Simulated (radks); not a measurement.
Task: The mean radii <r> (bohr) of the occupied orbitals of an atom or ion are listed with their occupations. All-electron calculation, Dirac Kohn-Sham, LB94 model potential, spin-unpolarised, spherical densities, finite nucleus; Fermi nuclear charge, rms radius of each element as measured or else 0.836 A^(1/3) + 0.57 fm. Program: a radial shooting solver on a logarithmic mesh with Libxc functionals.

orbital  occ.      <r>
1s1/2       2  0.02454
2s1/2       2   0.1044
2p1/2       2  0.08761
2p3/2       4  0.09380
3s1/2       2   0.2757
3p1/2       2   0.2650
3p3/2       4   0.2767
3d3/2       4   0.2467
3d5/2       6   0.2504
4s1/2       2   0.5849
4p1/2       2   0.5896
4p3/2       3   0.6088

Name the element and its charge. Open shells, if any, fill j = l - 1/2 first.

Result: Z = 58, cerium, charge +23: Ce23+ in [Ar] 3d10 4s2 4p5. The 1s radius gives Z: for a bare nucleus <r> = (2 gamma + 1)/(2Z) with gamma = sqrt(1 - (Z/c)^2), 0.02424 bohr for Z = 58, and screening makes it slightly larger (0.02454 here). The occupations add up to 35, and the charge is Z minus that.
